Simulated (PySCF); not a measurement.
# Two-component Hartree-Fock for Zr(14+) (zirconium, charge +14)

Start: [Ar] 3d8; 3d3/2 filled at m_j = -3/2, -1/2, +1/2, +3/2; 3d5/2 filled at m_j = -1/2, +1/2, +3/2, +5/2. Calculated with PySCF 2.14 in an even-tempered Gaussian basis (17 s from 1.2 bohr⁻², ratio 2.8; 13 p from 1.5 bohr⁻², ratio 2.8; 8 d from 1.5 bohr⁻², ratio 2.8; 4 f from 7.6 bohr⁻², ratio 3): generalised Hartree-Fock with the X2C-1e Hamiltonian and a Gaussian nucleus; one run each with spin-orbit coupling (SO) switched off, then screened by Boettger's factors.

```
spinor shell  electrons  ε, spin-free (eV)  ε, screened SO (eV)  weight of nominal j (screened SO)  rms radius, screened SO (bohr)
       1s1/2          2           -18457.7             -18456.8                              1.000                          0.0426
       2s1/2          2            -2932.2              -2931.8                              1.000                           0.176
       2p1/2          2            -2648.1              -2708.7                              0.999                           0.154
       2p3/2          4            -2648.1              -2619.2                              1.000                           0.158
       3s1/2          2            -774.87              -774.76                              1.000                           0.477
       3p1/2          2            -678.36              -692.22                              0.966                           0.473
       3p3/2          4            -678.36              -671.66                              0.983                           0.483
       3d3/2          4            -529.56              -531.99                              0.746                           0.458
       3d5/2          4            -529.56              -527.39                              0.775                           0.460
```

```
   quantity    spin-free  screened SO
E (hartree)  -3516.30803  -3516.71683
        M_J            4            4
       ⟨J²⟩       20.001       20.001
       ⟨L²⟩       12.001       12.114
       ⟨S²⟩        2.000        1.978
```

Each row is a mean over spinors that exchange with the open shell spreads, by up to 19.916 eV (3p3/2).

Rows whose weight is well below 1 are mixtures of j = l ± 1/2: exchange outweighs spin-orbit coupling there, and the label is only the starting occupation.

Breit and QED terms are absent; they matter most for the inner s and p1/2 levels.

Densities and radii are taken from the X2C orbitals without a picture-change correction, which distorts them close to the nucleus.

Without spin-orbit coupling the j labels of p, d and f shells carry no meaning; the spin-free column gives the mean over the occupied spinors of each nl shell.
